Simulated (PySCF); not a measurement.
Compound: C6H4N2.
Numbering: `[N:1]#[C:2][c:3]1[cH:4][cH:5][n:6][cH:7][cH:8]1` (hydrogens: H9 on C4; H10 on C5; H11 on C7; H12 on C8)

The same species was optimised twice, with GFN2-xTB and with PBE0-D3(BJ)/def2-SVP (PySCF), and the same property calculations (PySCF, gas phase) were run on both structures.

```json
{"coordinate": "C2–C3 (Å)", "GFN2-xTB": "1.417", "PBE0-D3(BJ)/def2-SVP": "1.433", "change": "+0.016"}
{"coordinate": "N1≡C2 (Å)", "GFN2-xTB": "1.145", "PBE0-D3(BJ)/def2-SVP": "1.159", "change": "+0.014"}
{"coordinate": "N6–C7 (Å)", "GFN2-xTB": "1.322", "PBE0-D3(BJ)/def2-SVP": "1.330", "change": "+0.008"}
{"coordinate": "C5–N6 (Å)", "GFN2-xTB": "1.322", "PBE0-D3(BJ)/def2-SVP": "1.330", "change": "+0.008"}
{"coordinate": "C7–C8 (Å)", "GFN2-xTB": "1.386", "PBE0-D3(BJ)/def2-SVP": "1.393", "change": "+0.007"}
{"coordinate": "C4–C5 (Å)", "GFN2-xTB": "1.386", "PBE0-D3(BJ)/def2-SVP": "1.393", "change": "+0.007"}
{"coordinate": "C3–C4 (Å)", "GFN2-xTB": "1.395", "PBE0-D3(BJ)/def2-SVP": "1.400", "change": "+0.005"}
{"coordinate": "C3–C8 (Å)", "GFN2-xTB": "1.396", "PBE0-D3(BJ)/def2-SVP": "1.400", "change": "+0.004"}
{"coordinate": "C5–N6–C7 (°)", "GFN2-xTB": "118.5", "PBE0-D3(BJ)/def2-SVP": "118.0", "change": "-0.5"}
{"coordinate": "C4–C3–C8 (°)", "GFN2-xTB": "119.0", "PBE0-D3(BJ)/def2-SVP": "118.8", "change": "-0.2"}
{"coordinate": "C3–C4–C5 (°)", "GFN2-xTB": "117.8", "PBE0-D3(BJ)/def2-SVP": "118.0", "change": "+0.2"}
{"coordinate": "C3–C8–C7 (°)", "GFN2-xTB": "117.8", "PBE0-D3(BJ)/def2-SVP": "118.0", "change": "+0.2"}
{"coordinate": "C2–C3–C8 (°)", "GFN2-xTB": "120.5", "PBE0-D3(BJ)/def2-SVP": "120.7", "change": "+0.2"}
{"coordinate": "N6–C7–C8 (°)", "GFN2-xTB": "123.5", "PBE0-D3(BJ)/def2-SVP": "123.6", "change": "+0.1"}
{"coordinate": "C4–C5–N6 (°)", "GFN2-xTB": "123.5", "PBE0-D3(BJ)/def2-SVP": "123.6", "change": "+0.1"}
{"coordinate": "C2–C3–C4 (°)", "GFN2-xTB": "120.5", "PBE0-D3(BJ)/def2-SVP": "120.6", "change": "+0.1"}
```

Rotational constants: A = 6065, B = 1570, C = 1247 MHz (GFN2-xTB) against A = 6011, B = 1544, C = 1228 MHz (PBE0-D3(BJ)/def2-SVP). Point groups within 0.08 Å: C2v and C2v.

On the GFN2-xTB structure: HOMO (eV) -8.10 [PBE0/pcSseg-1]; LUMO (eV) -2.21 [PBE0/pcSseg-1]; dipole (D) 2.00 [PBE0/pcSseg-1]; GIAO shielding of N1 (ppm) -57.0 [PBE0/pcSseg-1]; GIAO shielding of C2 (ppm) 63.8 [PBE0/pcSseg-1]; GIAO shielding of C3 (ppm) 61.4 [PBE0/pcSseg-1]; GIAO shielding of C4/C8 (mean) (ppm) 55.1 [PBE0/pcSseg-1]; GIAO shielding of C5/C7 (mean) (ppm) 30.1 [PBE0/pcSseg-1]; GIAO shielding of N6 (ppm) -107.1 [PBE0/pcSseg-1].

Problem. What do these properties become on the PBE0-D3(BJ)/def2-SVP structure?

Solution. 
```tsv
property	level	on GFN2-xTB	on PBE0-D3(BJ)/def2-SVP	change
HOMO (eV)	PBE0/pcSseg-1	-8.10	-8.15	-0.05
LUMO (eV)	PBE0/pcSseg-1	-2.21	-2.26	-0.05
dipole (D)	PBE0/pcSseg-1	2.00	2.00	0.00
energy, GFN2-xTB geometry as zero (kcal/mol)	PBE0/pcSseg-1	0.0	-0.3	-0.3
GIAO shielding of N1 (ppm)	PBE0/pcSseg-1	-57.0	-62.6	-5.6
GIAO shielding of C2 (ppm)	PBE0/pcSseg-1	63.8	61.5	-2.3
GIAO shielding of C3 (ppm)	PBE0/pcSseg-1	61.4	59.1	-2.3
GIAO shielding of C4/C8 (mean) (ppm)	PBE0/pcSseg-1	55.1	53.1	-2.0
GIAO shielding of C5/C7 (mean) (ppm)	PBE0/pcSseg-1	30.1	27.8	-2.3
GIAO shielding of N6 (ppm)	PBE0/pcSseg-1	-107.1	-111.0	-3.9
```

The heavy atoms differ by 0.016 Å rms after alignment. Among bonds between heavy atoms C2–C3 changes most (+0.016 Å). Changes are differences of the printed values. Neither structure is proved a minimum here.
